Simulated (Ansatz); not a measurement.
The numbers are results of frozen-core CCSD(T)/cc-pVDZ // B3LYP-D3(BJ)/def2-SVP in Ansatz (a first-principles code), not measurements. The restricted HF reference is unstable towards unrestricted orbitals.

Ansatz 0.2 input:
```yaml
crystal:
  periodic: [false, false, false]
  atoms:
    - { symbol: B, position_ang: [-0.495934, 3.129018, -0.644072] }
    - { symbol: C, position_ang: [-0.295763, 1.642738, -0.314972] }
    - { symbol: C, position_ang: [0.971802, 1.045759, -0.450483] }
    - { symbol: C, position_ang: [1.231534, -0.312453, -0.167174] }
    - { symbol: C, position_ang: [2.599068, -0.829065, -0.346065] }
    - { symbol: C, position_ang: [3.034112, -2.078218, -0.128534] }
    - { symbol: C, position_ang: [0.16766, -1.112136, 0.274085] }
    - { symbol: C, position_ang: [-1.120558, -0.579194, 0.430737] }
    - { symbol: C, position_ang: [-2.325922, -1.23922, 0.868861] }
    - { symbol: C, position_ang: [-3.396416, -0.398968, 0.899029] }
    - { symbol: S, position_ang: [-3.010163, 1.231003, 0.401587] }
    - { symbol: C, position_ang: [-1.33883, 0.794104, 0.134345] }
    - { symbol: H, position_ang: [0.439505, 3.790712, -1.021816] }
    - { symbol: H, position_ang: [-1.579106, 3.64895, -0.530204] }
    - { symbol: H, position_ang: [1.798991, 1.672251, -0.79485] }
    - { symbol: H, position_ang: [3.321998, -0.084187, -0.697602] }
    - { symbol: H, position_ang: [2.377307, -2.878659, 0.223437] }
    - { symbol: H, position_ang: [4.080127, -2.343957, -0.296546] }
    - { symbol: H, position_ang: [0.331864, -2.167517, 0.502608] }
    - { symbol: H, position_ang: [-2.372411, -2.293462, 1.144627] }
    - { symbol: H, position_ang: [-4.418859, -0.637499, 1.189685] }
basis:
  gaussian: { orbitals: cc-pVDZ }
correlation:
  method: ccsd_t
```

Output:

```
Functional definition: HF
2033 factors; integrals over basis functions are off by at most 1.1e-3 eV
mean field evaluation 1: about -21929.8200 eV, gradient 4.0e1 eV
mean field evaluation 2: about -21930.3719 eV, gradient 4.0e1 eV
mean field evaluation 4: about -21935.9365 eV, gradient 6.6e0 eV
mean field evaluation 8: about -21936.0866 eV, gradient 4.4e-1 eV
mean field evaluation 16: about -21929.8200 eV, gradient 4.0e1 eV
mean field evaluation 32: about -21926.5174 eV, gradient 3.0e0 eV
mean field -21936.08847275 eV, -806.1363825588 hartree, gradient 1.6e-6 eV, S^2 0.000000; 0 other end points of the search recorded, 0 dependent functions left out; unrestricted orbitals would lower it
16 core orbitals not correlated
reference -21936.08847275 eV, -806.1363825588 hartree; 29, 29 occupied and 172, 172 virtual orbitals, 2033 factors
second order -41.25818684 eV of doubles, -0.00000000 eV of singles
cycle   1  -41.54988504 eV  change   -2.9e-1 eV  update   1.7e-1
cycle   2  -42.83478580 eV  change    -1.3e0 eV  update   5.6e-2
cycle   3  -43.13794446 eV  change   -3.0e-1 eV  update   2.6e-2
cycle   4  -43.13700661 eV  change    9.4e-4 eV  update   7.7e-3
cycle   5  -43.13842333 eV  change   -1.4e-3 eV  update   4.1e-3
cycle   6  -43.13982958 eV  change   -1.4e-3 eV  update   1.3e-3
cycle   7  -43.13893634 eV  change    8.9e-4 eV  update   6.5e-4
cycle   8  -43.13876966 eV  change    1.7e-4 eV  update   3.0e-4
cycle   9  -43.13879783 eV  change   -2.8e-5 eV  update   1.3e-4
cycle  10  -43.13874485 eV  change    5.3e-5 eV  update   5.0e-5
perturbative correction -2.02808938 eV, -0.0745309101 hartree
Total energy: -21981.25530699 eV, -807.7962331018 hartree
```

Cost: around 19 core-minutes (rough).
